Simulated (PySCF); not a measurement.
Species: C2H5ClGeS2.
Z-matrix (Å and degrees, PBE0-D3(BJ)/def2-SVP geometry), rows numbered from 1:
```
Cl
Ge  1  2.1674
S   2  2.2098  1  113.64
C   3  1.8316  2   93.73  1   -96.63
C   4  1.5146  3  112.05  2   -46.40
S   5  1.8338  4  112.82  3    60.50
H   2  1.5316  1  105.43  3   123.82
H   4  1.1012  3  105.43  2  -166.26
H   4  1.1006  3  109.52  2    77.37
H   5  1.1003  4  110.76  3   -62.33
H   5  1.1016  4  110.09  3   177.73
```

Method used: PBE0-D3(BJ)/def2-SVP geometry optimisation, gas phase in PySCF 2.14.0.

Masses are those of the commonest isotopes; rigid-rotor values at the optimised geometry. The values belong to one conformer with, in the numbering `[Cl:1][GeH:2]1[S:3][CH2:4][CH2:5][S:6]1`, Cl1–Ge2–S3–C4 -97°, Ge2–S3–C4–C5 -46°, S3–C4–C5–S6 61°, C4–C5–S6–Ge2 -36°.

Question: What are A, B and C (MHz)?

Answer: Ia = 259.80, Ib = 443.36, Ic = 576.55 u·Å²; 505379 MHz·u·Å²/I gives A = 1945, B = 1140, C = 876.6 MHz.

Question: What kind of rotor is it?

Answer: An asymmetric top: κ = (2 × 1140 − 1945 − 876.6)/(1945 − 876.6) = -0.51.

Question: Is it planar, by Δ = Ic − Ia − Ib?

Answer: Not planar: Δ = Ic − Ia − Ib = -126.61 u·Å². For a rigid frame Δ = −2 Σ m c², so Σ m c² = 63.31 u·Å² lies off the ab plane: 10.35 from hydrogen and 52.96 from heavier atoms. The atom farthest from that plane is 1.97 Å away.

Question: Give the other two planar moments, Paa and Pbb, and the rms extents of the mass along the axes.

Answer: Paa = Σ m a² = (Ib + Ic − Ia)/2 = 380.05 and Pbb = Σ m b² = (Ia + Ic − Ib)/2 = 196.50 u·Å². With the mass M = 201.87 u, the rms extents √(P/M) along a, b and c are 1.37, 0.99, 0.56 Å.

Question: Where do the levels up to J = 3 lie, in cm⁻¹?

Answer: Above 0(0,0):
J = 1: 1(0,1) 0.0673, 1(1,1) 0.0941, 1(1,0) 0.1029
J = 2: 2(0,2) 0.2000, 2(1,2) 0.2199, 2(1,1) 0.2462, 2(2,1) 0.3268, 2(2,0) 0.3286
J = 3: 3(0,3) 0.3949, 3(1,3) 0.4074, 3(1,2) 0.4599, 3(2,2) 0.5286, 3(2,1) 0.5372, 3(3,1) 0.6859, 3(3,0) 0.6862
Those of J = 1 are B + C, A + C and A + B.

Question: Which lines would a microwave search look for?

Answer: The dipole components are |μa| = 2.69 D, |μb| = 0.07 D, |μc| = 0.22 D. Intensities carry the squares of the components, which stand as 1.00 : 0.00 : 0.01 (a : b : c). Some lines, for components of 0.1 D or more:

```csv
type,branch,"J(Ka,Kc)",MHz,lower level (cm⁻¹)
c,Q,"4(3,2) ← 4(2,2)",4145,0.820
a,R,"3(2,2) ← 2(2,1)",6049,0.327
a,R,"3(2,1) ← 2(2,0)",6254,0.329
a,R,"3(1,2) ← 2(1,1)",6406,0.246
a,R,"4(2,3) ← 3(2,2)",8023,0.529
a,R,"4(2,2) ← 3(2,1)",8468,0.537
c,R,"3(2,2) ← 2(1,2)",9255,0.220
c,R,"4(1,3) ← 3(0,3)",10407,0.395
c,R,"3(3,0) ← 2(2,0)",10718,0.329
c,R,"4(2,3) ← 3(1,3)",11655,0.407
c,R,"4(3,2) ← 3(2,2)",12873,0.529
c,R,"4(4,0) ← 3(3,0)",14630,0.686
c,R,"4(4,1) ← 3(3,1)",14637,0.686
```

Question: Estimate the classical rotational partition function at 25 K, 100 K and 500 K.

Answer: Point group C1, symmetry number σ = 1; q = (√π/σ)·√((kT/h)³/(ABC)), k/h = 20836.6 MHz/K: 15100 at 25 K, 121000 at 100 K, 1350000 at 500 K.

PBE0-D3(BJ)/def2-SVP frequencies: not computed here. No vibrational averaging or centrifugal distortion is included, and the geometry carries the error of its method. Quadrupole hyperfine structure (35Cl) is left out.
